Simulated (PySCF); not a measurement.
C₃H₆, SMILES C1CC1. Heavy atoms are numbered as in [CH2:1]1[CH2:2][CH2:3]1. Hydrogens are named by the atom that carries them.

Coordinates come from a PBE0-D3(BJ)/def2-TZVP optimisation.

Computed with HF/def2-TZVPD run with PySCF.

Mulliken values depend strongly on the basis, most of all with diffuse functions as here. ESP charges are fitted to the potential on shells at 1.4 to 2.0 van der Waals radii. Atomic charges (e), one atom of each kind:

| atom | ESP fit | Mulliken |
|---|---|---|
| C1 (CH2) | (withheld) | -0.32 |
| H on C1 | (withheld) | 0.16 |

Q: Fill in the missing entries. (An estimate is asked for; the answer gives what the named calculation found.)

A: 
- C1 (CH2), ESP fit: -0.33
- H on C1, ESP fit: 0.16
